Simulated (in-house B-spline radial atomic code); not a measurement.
## Ionising neutral strontium with different functionals

Computed with a B-spline radial code for spherical atoms: scalar-relativistic (spin-free X2C) Hamiltonian, Fermi nucleus of rms radius 4.224 fm, spin-polarised at highest spin, spherical fractional occupations for the functionals, the average over the highest-spin determinants for Hartree-Fock. The ionisation energy is the difference of two self-consistent energies, [Kr] 5s2 → [Kr] 5s1, without Breit or QED terms; ε is the level of the shell that loses the electron (its least bound occupied spin orbital). There is no spin-orbit coupling in this Hamiltonian.

```csv
method,rung,ΔSCF (eV),-ε(5s) (eV)
Hartree-Fock,Hartree-Fock,4.74,4.93
HF fractional,Hartree-Fock,4.74,4.93
LDA VWN5,LDA,5.87,3.64
LDA PW92,LDA,5.87,3.64
LDA exchange-only,LDA,4.83,2.84
PBE,GGA,5.70,3.53
PBEsol,GGA,5.66,3.54
BLYP,GGA,5.68,3.37
RPBE,GGA,5.67,3.48
PW91,GGA,5.73,3.56
BP86,GGA,5.82,3.65
AM05,GGA,5.60,3.48
OLYP,GGA,5.51,3.25
TPSS,meta-GGA,5.59,3.53
SCAN,meta-GGA,5.44,3.59
r2SCAN,meta-GGA,5.43,3.58
revTPSS,meta-GGA,5.61,3.57
PBE0,global hybrid,5.61,4.05
B3LYP,global hybrid,5.76,3.93
TPSSh,global hybrid,5.58,3.73
BHandHLYP,global hybrid,5.56,4.42
r2SCAN0,global hybrid,5.45,4.07
B97-1,global hybrid,5.81,3.88
HSE06,range-separated hybrid,5.62,3.72
wB97X,range-separated hybrid,5.86,5.57
CAM-B3LYP,range-separated hybrid,5.69,4.83
LC-wPBE,range-separated hybrid,5.43,5.58
```

Among the functionals, which spreads more, the ΔSCF values or the orbital energies?

The orbital energies: ΔSCF values span about 1.04 eV and the orbital energies 2.74 eV.

How do they compare with the NIST value?

NIST lists 5.695 eV (measured, ground level to ground level). Errors run from -0.95 to +0.18 eV; PBE is closest (+0.00 eV), but part of that can be cancellation, since the calculations leave out Breit-QED terms. Hartree-Fock also lacks correlation.
